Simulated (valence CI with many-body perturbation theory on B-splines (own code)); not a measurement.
# Gd³³⁺: electric-dipole lines

Computed by configuration interaction combined with many-body perturbation theory (CI+MBPT): three valence electrons over a frozen Dirac-Fock core [Ar] 3d10, radial functions for each j: 11 s, 11 p, 9 d, 7 f, 5 g, 2 h, 1 i, with the one-electron correlation potential Σ1, the two-electron term Σ2, the three-electron term Σ3, Breit, model QED; selected CI, second order for the rest (own B-spline code, finite nucleus).

The last digits are not significant, and no measured levels were compared; by estimate large intervals hold to a few tenths of a per cent, small ones and those within an open d or f shell to about a per cent.

Lines 1 to 50 of 273 in falling wavelength, among levels below 28.980 Ry, chosen from the strongest by gf and those to the six lowest levels. Wavelengths and rates use the calculated energies. Electric multipoles are in the length gauge, E1 and E2 with the static RPA response of the core. Weak lines are less certain than strong ones. Lines between different terms over intervals too small for the method are left out, as are lines whose strength nearly cancels. Where a level lies close to another of its J and parity, the split of strength between their lines is uncertain. The highest levels of a list are the least certain.

Levels are named by their leading jj configuration (3d3/2^4 stands for four electrons in 3d with j = 3/2), which in mixed levels can hold well under half, so a name can repeat and another be missing. Letters in brackets count levels of one name in rising energy.

```csv
λ vac (Å),Upper,Lower,A (s⁻¹),S (a.u.) with core polarisation,S without
453.3,(4s 4p1/2^2) J=1/2,(4s^2 4p3/2) J=3/2,2.10e+07,1.93e-03,2.07e-03
204.3,(4p1/2 4p3/2 4d3/2) J=7/2,(4s 4p3/2 4d3/2) J=5/2 [b],4.49e+09,1.51e-01,1.63e-01
202.6,(4p1/2 4p3/2 4d5/2) J=7/2 [b],(4s 4p3/2 4d5/2) J=5/2 [b],4.49e+09,1.47e-01,1.58e-01
200.9,(4p1/2 4p3/2 4d3/2) J=5/2 [a],(4s 4p3/2 4d3/2) J=3/2 [b],3.31e+09,7.94e-02,8.53e-02
200.3,(4s 4p1/2 4f7/2) J=9/2,(4s^2 4f7/2) J=7/2,4.50e+09,1.78e-01,1.91e-01
198.2,(4s 4p1/2 4f7/2) J=7/2 [b],(4s^2 4f7/2) J=7/2,2.58e+09,7.93e-02,8.52e-02
197.8,(4s 4p1/2 4p3/2) J=3/2 [a],(4s^2 4p3/2) J=3/2,1.12e+09,1.72e-02,1.84e-02
196.8,(4s 4p1/2 4d3/2) J=5/2,(4s^2 4d3/2) J=3/2,6.12e+09,1.38e-01,1.49e-01
193.7,(4s 4p1/2 4d5/2) J=7/2,(4s^2 4d5/2) J=5/2,5.17e+09,1.48e-01,1.59e-01
183.8,(4p1/2^2 4d5/2) J=5/2,(4s 4p1/2 4d5/2) J=3/2,4.43e+09,8.14e-02,8.74e-02
183.6,(4p1/2 4p3/2 4d5/2) J=9/2,(4s 4p3/2 4d5/2) J=7/2 [b],8.14e+09,2.49e-01,2.67e-01
179.5,(4s 4p1/2 4p3/2) J=5/2,(4s^2 4p3/2) J=3/2,7.60e+09,1.30e-01,1.40e-01
175.4,(4p1/2 4p3/2 4d5/2) J=3/2 [b],(4s 4p3/2 4d5/2) J=3/2 [a],8.65e+09,9.22e-02,9.90e-02
175.2,(4p1/2^2 4p3/2) J=3/2,(4s 4p1/2 4p3/2) J=1/2,8.14e+09,8.64e-02,9.29e-02
174.7,(4s 4p1/2 4f7/2) J=7/2 [c],(4s^2 4f7/2) J=7/2,4.37e+09,9.20e-02,9.88e-02
174.4,(4p1/2^2 4d3/2) J=3/2,(4s 4p1/2 4d3/2) J=3/2 [b],7.30e+09,7.65e-02,8.22e-02
173.9,(4p1/2^2 4d5/2) J=5/2,(4s 4p1/2 4d5/2) J=5/2 [b],8.24e+09,1.28e-01,1.38e-01
173.6,(4s 4p1/2 4f7/2) J=7/2 [c],(4s^2 4f5/2) J=5/2,5.59e+09,1.15e-01,1.24e-01
173.5,(4p1/2^2 4d3/2) J=3/2,(4s 4p1/2 4d3/2) J=1/2,8.41e+09,8.66e-02,9.31e-02
173.4,(4p1/2 4p3/2 4d3/2) J=5/2 [a],(4s 4p3/2 4d3/2) J=5/2 [a],8.17e+09,1.26e-01,1.36e-01
173.2,(4p1/2 4p3/2 4d5/2) J=1/2,(4s 4p3/2 4d5/2) J=3/2 [a],1.60e+10,8.18e-02,8.79e-02
171.7,(4s 4p1/2^2) J=1/2,(4s^2 4p1/2) J=1/2,1.39e+10,6.97e-02,7.48e-02
170.9,(4p1/2 4p3/2 4d3/2) J=7/2,(4s 4p3/2 4d3/2) J=7/2,7.21e+09,1.42e-01,1.53e-01
169.6,(4p1/2 4p3/2 4d5/2) J=7/2 [b],(4s 4p3/2 4d5/2) J=7/2 [b],3.55e+09,6.84e-02,7.35e-02
168.4,(4p1/2 4p3/2 4d5/2) J=3/2 [b],(4s 4p3/2 4d5/2) J=1/2,8.20e+09,7.73e-02,8.30e-02
168.0,(4p1/2^2 4p3/2) J=3/2,(4s 4p1/2 4p3/2) J=3/2 [b],9.93e+09,9.30e-02,9.99e-02
167.6,(4s 4p1/2 4d5/2) J=5/2 [b],(4s^2 4d5/2) J=5/2,6.79e+09,9.46e-02,1.02e-01
166.5,(4p1/2 4p3/2 4d3/2) J=1/2 [a],(4s 4p3/2 4d3/2) J=1/2 [a],1.54e+10,7.03e-02,7.55e-02
166.2,(4p1/2 4p3/2 4d3/2) J=3/2 [a],(4s 4p3/2 4d3/2) J=3/2 [a],9.34e+09,8.47e-02,9.10e-02
166.1,(4s 4p1/2 4f7/2) J=5/2,(4s^2 4f7/2) J=7/2,7.28e+09,9.87e-02,1.06e-01
165.0,(4p1/2 4p3/2 4d3/2) J=3/2 [b],(4s 4p3/2 4d5/2) J=5/2 [a],8.40e+09,7.45e-02,7.99e-02
164.9,(4p1/2 4p3/2 4d5/2) J=5/2 [b],(4s 4p3/2 4d5/2) J=7/2 [a],8.13e+09,1.08e-01,1.16e-01
164.1,(4p1/2 4p3/2^2) J=1/2,(4s 4p3/2^2) J=1/2,2.59e+10,1.13e-01,1.21e-01
163.7,(4p1/2 4p3/2 4d3/2) J=3/2 [b],(4s 4p3/2 4d3/2) J=3/2 [b],7.93e+09,6.87e-02,7.38e-02
159.4,(4s 4p1/2 4d5/2) J=3/2,(4s^2 4d5/2) J=5/2,9.83e+09,7.85e-02,8.43e-02
158.5,(4s 4p1/2 4d5/2) J=5/2 [b],(4s 4p3/2^2) J=3/2,5.64e+09,6.65e-02,7.15e-02
158.2,(4p1/2 4p3/2 4d5/2) J=5/2 [a],(4s 4p3/2 4d5/2) J=5/2 [a],1.13e+10,1.32e-01,1.42e-01
157.8,(4s 4p1/2 4p3/2) J=3/2 [b],(4s^2 4p3/2) J=3/2,8.64e+09,6.70e-02,7.19e-02
157.2,(4p1/2 4p3/2 4d5/2) J=3/2 [a],(4s 4p3/2 4d5/2) J=5/2 [a],1.37e+10,1.05e-01,1.13e-01
155.2,(4p1/2 4p3/2^2) J=3/2,(4s 4p3/2^2) J=5/2,2.17e+10,1.60e-01,1.72e-01
154.1,(4p1/2 4p3/2 4d5/2) J=7/2 [a],(4s 4p3/2 4d5/2) J=9/2,2.54e+10,3.67e-01,3.94e-01
152.6,(4p1/2^2 4d5/2) J=5/2,(4s 4p1/2 4d5/2) J=7/2,3.46e+10,3.63e-01,3.90e-01
151.9,(4s 4p1/2 4p3/2) J=1/2,(4s^2 4p3/2) J=3/2,1.45e+10,5.03e-02,5.40e-02
150.9,(4p1/2^2 4d5/2) J=5/2,(4s 4p1/2 4d5/2) J=5/2 [a],1.14e+10,1.16e-01,1.24e-01
150.3,(4p1/2 4p3/2^2) J=5/2,(4s 4p3/2^2) J=5/2,1.09e+10,1.10e-01,1.18e-01
148.9,(4p1/2^2 4p3/2) J=3/2,(4s 4p1/2 4p3/2) J=5/2,4.26e+10,2.78e-01,2.98e-01
148.6,(4p1/2^2 4d3/2) J=3/2,(4s 4p1/2 4d3/2) J=5/2,3.28e+10,2.13e-01,2.28e-01
148.5,(4p1/2 4p3/2 4d5/2) J=9/2,(4s 4p3/2 4d3/2) J=7/2,4.26e+09,6.89e-02,7.40e-02
148.3,(4p1/2 4p3/2 4d3/2) J=5/2 [b],(4s 4p3/2 4d3/2) J=7/2,2.34e+10,2.26e-01,2.43e-01
147.6,(4p1/2 4p3/2 4d5/2) J=9/2,(4s 4p3/2 4d5/2) J=9/2,1.93e+10,3.06e-01,3.28e-01
```
